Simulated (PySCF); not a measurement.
Simulation results for Al2H2NO, BH5NSi, AlBH5N2, C2H5AlO and others

Computed with PySCF 2.14.0. Calculation on a computer-drawn molecule: the log of a Hartree-Fock and frozen-core CCSD(T) single point meant for a local Hartree-Fock minimum, with one planted fault or none, to be diagnosed. Offsets are logged minus clean, where the clean run is the same molecule without the fault. The reference is restricted for singlets and unrestricted otherwise, and also for a bond in bohr or an excited solution. Adding or removing an electron swaps singlet and doublet. The excited solution moves the top pair (singlet) or top alpha electron (doublet) to the lowest empty orbital. Highest occupied and lowest empty are orbital energies over both spins, largest force is the largest gradient component, triples share is (T) over the correlation energy, the T1 limit is 0.02 restricted and 0.045 unrestricted, electrons count all cores, a negative frequency is imaginary (commonest isotopes), and the dipole is about the centre of nuclear charge.

Common to all runs: logged SCF converged yes; logged SCF stable within its kind yes; possible faults no fault, one electron removed, one electron added, multiplicity raised by two, geometry at a saddle point, SCF held on an excited solution, minimal basis STO-3G, one bond length entered in bohr, all coordinates scaled.

(1) Al2H2NO

Logged structure:
```xyz
6
Al2H2NO
N      2.2242    -2.6933    -0.3058
Al     1.2409    -1.4815     0.1810
Al    -0.4073     0.5103     0.8914
O     -0.3251     1.0423     2.4076
H      2.8562    -3.4252    -0.5181
H     -1.3186     0.9436    -0.3592
```

```
meant charge                    : -1
meant multiplicity              : 1
meant basis                     : aug-cc-pV(D+d)Z
logged electrons                : 44
logged basis functions          : 30
logged spin squared             : 0
logged highest occupied         : 1.5173 eV
logged lowest empty             : 14.765 eV
logged largest force            : 0.094507 hartree/bohr
logged dipole magnitude         : 1.3762 debye
logged energy HF                : -606.43052 hartree
planted fault                   : minimal basis STO-3G
HF energy offset from clean run : 4969 kcal/mol
```

Drawn bonds:
```tsv
atom	other atom	order
1	2	2
2	3	1
3	4	1
1	5	1
3	6	1
```

Notes: coupled-cluster numbers left out as unreliable; highest electron not bound in this basis.

(2) BH5NSi

Logged structure:
```xyz
8
BH5NSi
N     -0.0717     2.0071    -0.6863
B      1.0413     1.3690    -0.3621
Si     1.8455     0.0038    -1.3935
H     -0.5926     1.7499    -1.4068
H     -0.3851     2.7559    -0.2420
H      1.5534     1.8119     0.5491
H      2.2056    -0.9427    -0.3984
H      0.7160    -0.6621    -1.9563
```

```
meant charge                         : -1
meant multiplicity                   : 1
meant basis                          : aug-cc-pV(D+d)Z
logged electrons                     : 32
logged basis functions               : 123
logged spin squared                  : 0
logged highest occupied              : -1.2177 eV
logged lowest empty                  : 3.5172 eV
logged largest force                 : 0.071643 hartree/bohr
logged T1 diagnostic                 : 0.017032
logged D1 diagnostic                 : 0.05513
logged triples share                 : 0.033358
logged CC converged                  : yes
logged dipole magnitude              : 6.945 debye
logged energy HF                     : -370.94852 hartree
logged energy CCSD(T)                : -371.39721 hartree
planted fault                        : all coordinates scaled, by -7.1 %
HF energy offset from clean run      : 24.02 kcal/mol
CCSD(T) energy offset from clean run : 28.43 kcal/mol
```

Drawn bonds:
```tsv
atom	other atom	order
1	2	1
2	3	1
1	4	1
1	5	1
2	6	1
3	7	1
3	8	1
```

(3) AlBH5N2

Logged structure:
```xyz
9
AlBH5N2
N     -0.5658     0.4545     1.4103
B     -0.1988     0.1947     0.1617
Al     0.3840    -0.2748    -1.9289
N      1.6273     0.7924    -2.5010
H     -0.1340     1.1698     1.9765
H     -1.3044    -0.0482     1.8806
H     -0.3888    -1.4641    -2.5610
H      2.0698     1.5465    -2.0083
H      2.0228     0.7339    -3.4242
```

```
meant charge                         : 1
meant multiplicity                   : 1
meant basis                          : cc-pV(D+d)Z
logged electrons                     : 36
logged basis functions               : 90
logged spin squared                  : 2.0672
logged highest occupied              : -13.891 eV
logged lowest empty                  : -7.0515 eV
logged largest force                 : 0.028399 hartree/bohr
logged T1 diagnostic                 : 0.024648
logged D1 diagnostic                 : 0.091622
logged triples share                 : 0.028232
logged CC converged                  : yes
logged dipole magnitude              : 1.8484 debye
logged energy HF                     : -378.10153 hartree
logged energy CCSD(T)                : -378.59918 hartree
planted fault                        : multiplicity raised by two
HF energy offset from clean run      : 85.36 kcal/mol
CCSD(T) energy offset from clean run : 95.16 kcal/mol
```

Drawn bonds:
```tsv
atom	other atom	order
1	2	1
2	3	1
3	4	1
1	5	1
1	6	1
3	7	1
4	8	1
4	9	1
```

(4) C2H5AlO

Logged structure:
```xyz
9
C2H5AlO
C      0.3813     0.4479     0.1608
C     -1.1011     0.3317     0.5598
Al    -2.3975     0.4826    -0.8956
O     -3.4525     0.6023    -2.0586
H      0.6714    -0.3317    -0.5470
H      0.6005     1.4121    -0.3030
H      1.0258     0.3514     1.0371
H     -1.2875    -0.6277     1.0550
H     -1.3578     1.1008     1.2967
```

```
meant charge                         : 0
meant multiplicity                   : 1
meant basis                          : cc-pV(D+d)Z
logged electrons                     : 38
logged basis functions               : 29
logged spin squared                  : 0
logged highest occupied              : -6.0596 eV
logged lowest empty                  : 9.6869 eV
logged largest force                 : 0.029238 hartree/bohr
logged T1 diagnostic                 : 0.031283
logged D1 diagnostic                 : 0.1016
logged triples share                 : 0.070467
logged CC converged                  : yes
logged dipole magnitude              : 2.9747 debye
logged energy HF                     : -390.51488 hartree
logged energy CCSD(T)                : -390.79047 hartree
planted fault                        : minimal basis STO-3G
HF energy offset from clean run      : 3073 kcal/mol
CCSD(T) energy offset from clean run : 3275 kcal/mol
```

Drawn bonds:
```tsv
atom	other atom	order
1	2	1
2	3	1
3	4	2
1	5	1
1	6	1
1	7	1
2	8	1
2	9	1
```

Notes: T1 above single-reference limit.

(5) BClH4NSi

Logged structure:
```xyz
8
BClH4NSi
B     -0.0801    -0.0477     1.0077
N     -0.2752    -1.0217     0.0202
Si     0.3867    -1.0339    -1.5821
Cl     1.9271    -2.4123    -1.7408
H      0.5771     0.9430     0.8545
H     -0.8376    -1.8130     0.2817
H      0.9324     0.2931    -1.8792
H     -0.6378    -1.4619    -2.5451
```

```
meant charge                         : 0
meant multiplicity                   : 2
meant basis                          : cc-pV(D+d)Z
logged electrons                     : 46
logged basis functions               : 94
logged spin squared                  : 0
logged highest occupied              : -16.292 eV
logged lowest empty                  : -6.6212 eV
logged largest force                 : 0.11879 hartree/bohr
logged T1 diagnostic                 : 0.017191
logged D1 diagnostic                 : 0.052802
logged triples share                 : 0.029053
logged CC converged                  : yes
logged dipole magnitude              : 10.711 debye
logged energy HF                     : -829.67532 hartree
logged energy CCSD(T)                : -830.19874 hartree
planted fault                        : one electron removed
HF energy offset from clean run      : 181.7 kcal/mol
CCSD(T) energy offset from clean run : 181.9 kcal/mol
```

Drawn bonds:
```tsv
atom	other atom	order
1	2	1
2	3	1
3	4	1
1	5	1
2	6	1
3	7	1
3	8	1
```

(6) BH3NOSi

Logged structure:
```xyz
7
BH3NOSi
N      1.0036     1.9925    -2.0197
B      0.8097     0.9834    -1.3766
O      0.5735    -0.1452    -0.6487
Si    -0.2108    -1.1443     0.2529
H      1.1835     2.8073    -2.5494
H     -1.5633    -0.8081     0.6731
H      0.4840    -2.3679     0.6162
```

```
meant charge                         : 1
meant multiplicity                   : 1
meant basis                          : cc-pV(D+d)Z
logged electrons                     : 35
logged basis functions               : 80
logged spin squared                  : 0.7587
logged highest occupied              : -24.834 eV
logged lowest empty                  : -12.02 eV
logged largest force                 : 0.17126 hartree/bohr
logged T1 diagnostic                 : 0.018518
logged D1 diagnostic                 : 0.076381
logged triples share                 : 0.024737
logged CC converged                  : yes
logged dipole magnitude              : 1.5053 debye
logged energy HF                     : -443.96761 hartree
logged energy CCSD(T)                : -444.44649 hartree
planted fault                        : one electron removed
HF energy offset from clean run      : 312.4 kcal/mol
CCSD(T) energy offset from clean run : 349.2 kcal/mol
```

Drawn bonds:
```tsv
atom	other atom	order
1	2	2
2	3	1
3	4	1
1	5	1
4	6	1
4	7	1
```
